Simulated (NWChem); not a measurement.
System: BeH2O; SMILES [BeH][OH]

Results from NWChem. All runs use the structure optimised with PBE0/def2-SVP. Level PBE/def2-SVP: energy and gradient on several grids; changes count from the extra-fine grid, which is no exact limit either.

```
grid     size of the energy change (μHa)  largest change of a gradient component (μHa/bohr)
-------  -------------------------------  -------------------------------------------------
xcoarse                               20                                               3000
coarse                              < 10                                                200
medium                              < 10                                                 30
fine                                < 10                                               < 30
xfine                               < 10                                               < 30
```
